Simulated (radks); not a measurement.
All-electron calculation, non-relativistic Kohn-Sham, LDA (Slater exchange, Perdew-Wang correlation), spin-polarised, spherical densities, point nucleus. Program: a radial shooting solver on a logarithmic mesh with Libxc functionals. Response by self-consistent Sternheimer equations with the Hartree and adiabatic LDA kernel. Rank Sb5+, Cd2+, In3+, Te6+, Pd, I7+, Ag+, Sn4+, Xe8+ (NIST ground configurations) by static dipole polarisability, largest first.

Answer. Pd 28.39, Ag+ 10.13, Cd2+ 5.374, In3+ 3.369, Sn4+ 2.323, Sb5+ 1.703, Te6+ 1.303, I7+ 1.029, Xe8+ 0.8326 bohr^3.
